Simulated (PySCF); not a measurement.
PySCF 2.14 output of an unrestricted M06-2X calculation on a single atom or ion in cc-pV(T+d)Z, with the non-relativistic Hamiltonian (point nucleus):

```
SCF conv_tol = 1e-09
number electrons alpha = 6  beta = 6
    Y. Zhao and D. G. Truhlar.,  Theor. Chem. Acc. 120, 215 (2008)
    Y. Zhao and D. G. Truhlar.,  Theor. Chem. Acc. 120, 215 (2008)
cycle= 1 E= -242.13384501119  delta_E= -0.00206  |g|= 0.0155  |ddm|= 0.218
cycle= 2 E= -242.13388454258  delta_E= -3.95e-05  |g|= 0.00585  |ddm|= 0.0363
cycle= 3 E= -242.13388999052  delta_E= -5.45e-06  |g|= 0.000126  |ddm|= 0.00665
cycle= 4 E= -242.133890002067  delta_E= -1.15e-08  |g|= 4.18e-06  |ddm|= 0.00152
cycle= 5 E= -242.133890002083  delta_E= -1.67e-11  |g|= 1.9e-07  |ddm|= 6.48e-05
converged SCF energy = -242.133890002083  <S^2> = -3.5527137e-15  2S+1 = 1
```

The run itself started from symmetry-adapted Hartree-Fock orbitals and held the occupation by maximum overlap, on a logarithmic radial grid, so the iterations belong to that start.

**Question.** Which element, charge and spin multiplicity is this?

**Answer.** Al⁺ (aluminium, charge +1), multiplicity 1; the state was [Ne] 3s2, closed-shell 1S.
